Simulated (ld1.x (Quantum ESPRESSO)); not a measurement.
## gold: variants of one TM potential

Base potential:

gold, norm-conserving Troullier–Martins (Kleinman–Bylander form), made with ld1.x (Quantum ESPRESSO) 7.5 (PBE, scalar-relativistic). Core [Kr] 4d10 4f14, reference 5s2 5p6 5d9 6s0 6p0 (charge +2). Waves: 5s (bound): rc 1.30 bohr; 5p (bound): rc 1.40 bohr; 5d (bound): rc 1.35 bohr. Local part: the d channel. Core correction: a·sin(br)/r model core inside 0.85 bohr.

Cutoffs, loose and tight: the cutoffs (Ry, on a coarse ladder) from which the occupation-weighted sum of valence levels, in a spherical-Bessel basis at the reference potential, stays within 10 and 1 mRy of its value at 400 Ry. They do not see the model core or the augmentation charge, which bear on the density cutoff. Test errors are all-electron minus pseudo excitation energies from the reference, over the configurations 5s2 5p6 5d10 6s1 6p0; 5s2 5p6 5d10 6s0 6p0; 5s2 5p6 5d8 6s0 6p0; 5s2 5p6 5d9 6s2 6p0; 5s1 5p6 5d10 6s1 6p0; 5s2 5p6 5d10 6s0.5 6p0; 5s2 5p6 5d7 6s0 6p0. A dash means not determined; rows that change the core or the reference have their own tests. The largest error is taken over the tests solved by every variant that gives reliable tests at all: 5s2 5p6 5d10 6s0 6p0; 5s2 5p6 5d7 6s0 6p0; 5s2 5p6 5d8 6s0 6p0.

A true bound ghost makes a file unfit for plane-wave use even where its test errors are small: the radial tests pick states by their node count and pass the ghost by. Where a test does run into it, the solver fails or the error is huge.

| change | outcome | cutoff, loose | cutoff, tight | bound ghosts | largest test error (meV) |
| --- | --- | --- | --- | --- | --- |
| base | generated | 100 Ry | 160 Ry | none | -37 |
| wave 5d (bound): rc 1.35 bohr becomes 5d (bound): rc 0.86 bohr | generated | over 300 Ry | over 300 Ry | p, s | +19 |
| wave 5d (bound): rc 1.35 bohr becomes 5d (bound): rc 1.36 bohr | generated | 100 Ry | 160 Ry | none | -37 |
| wave 5d (bound): rc 1.35 bohr becomes 5d (bound): rc 1.60 bohr | generated | 100 Ry | 160 Ry | none | -28 |
| wave 5d (bound): rc 1.35 bohr becomes 5d (bound): rc 1.78 bohr | generated | 100 Ry | 160 Ry | none | -27 |

**Question.** What comes out with this change to the base: wave 5d (bound): rc 1.35 bohr becomes 5d (bound): rc 2.02 bohr?

**Answer.** outcome: generated; cutoff, loose: 100 Ry; cutoff, tight: 160 Ry; bound ghosts: none; largest test error (meV): -31.

**Question.** What comes out with this change to the base: wave 5d (bound): rc 1.35 bohr becomes 5d (bound): rc 1.14 bohr?

**Answer.** outcome: generated; cutoff, loose: 110 Ry; cutoff, tight: 180 Ry; bound ghosts: none; largest test error (meV): -26.

Reading the sweep of the d radius (base included, trends over the rows without a ghost): The loose cutoff stays near 100 Ry. The median size of the test errors (rows with all tests solved) is not monotonic: lowest 297.3 meV at 1.14 bohr, highest 425.0 meV at 1.35 bohr. Bound ghosts are found at 0.86 bohr.
